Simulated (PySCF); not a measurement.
Compound: hexafluorophosphate, PF6 (charge -1).
Bonds: F1–P2, P2–F3, P2–F4, P2–F5, P2–F6, P2–F7.

Theory: PBE0-D3(BJ)/def2-SVP geometry optimisation, gas phase in PySCF.

How far are the bound atoms from P2?

6 atoms: F4 1.631 Å, F3 1.631 Å, F1 1.631 Å, F7 1.631 Å, F6 1.631 Å, F5 1.631 Å.

List the angles at P2.

```json
{"angle": "F3–P2–F4", "degrees": "180.0", "distance of the outer atoms (Å)": "3.26"}
{"angle": "F1–P2–F7", "degrees": "180.0", "distance of the outer atoms (Å)": "3.26"}
{"angle": "F5–P2–F6", "degrees": "180.0", "distance of the outer atoms (Å)": "3.26"}
{"angle": "F3–P2–F5", "degrees": "90.1", "distance of the outer atoms (Å)": "2.31"}
{"angle": "F4–P2–F6", "degrees": "90.1", "distance of the outer atoms (Å)": "2.31"}
{"angle": "F5–P2–F7", "degrees": "90.0", "distance of the outer atoms (Å)": "2.31"}
{"angle": "F1–P2–F6", "degrees": "90.0", "distance of the outer atoms (Å)": "2.31"}
{"angle": "F1–P2–F3", "degrees": "90.0", "distance of the outer atoms (Å)": "2.31"}
{"angle": "F4–P2–F7", "degrees": "90.0", "distance of the outer atoms (Å)": "2.31"}
{"angle": "F3–P2–F7", "degrees": "90.0", "distance of the outer atoms (Å)": "2.31"}
{"angle": "F1–P2–F4", "degrees": "90.0", "distance of the outer atoms (Å)": "2.31"}
{"angle": "F6–P2–F7", "degrees": "90.0", "distance of the outer atoms (Å)": "2.31"}
{"angle": "F1–P2–F5", "degrees": "89.9", "distance of the outer atoms (Å)": "2.31"}
{"angle": "F4–P2–F5", "degrees": "89.9", "distance of the outer atoms (Å)": "2.30"}
{"angle": "F3–P2–F6", "degrees": "89.9", "distance of the outer atoms (Å)": "2.30"}
```

What is the shape at P2?

Octahedral: the three widest angles are 180.0°, 180.0° and 180.0°, the others run from 89.9° to 90.1°.

What are the rotational constants (commonest isotopes, rigid rotor)?

A = 2503, B = 2501, C = 2499 MHz: a spherical top.

Point group: Oh (every atom within 0.08 Å of its image). Charge -1, singlet. The geometry's basis has no diffuse functions, a weakness for an anion. Stationary, but not proved a minimum.

Time: 15 s; peak memory 0.42 GiB. Hardware: one thread of an Arm Neoverse V1, no GPU, shared host with 32 logical CPUs at a one-minute load of 9.7. This is the geometry optimisation.
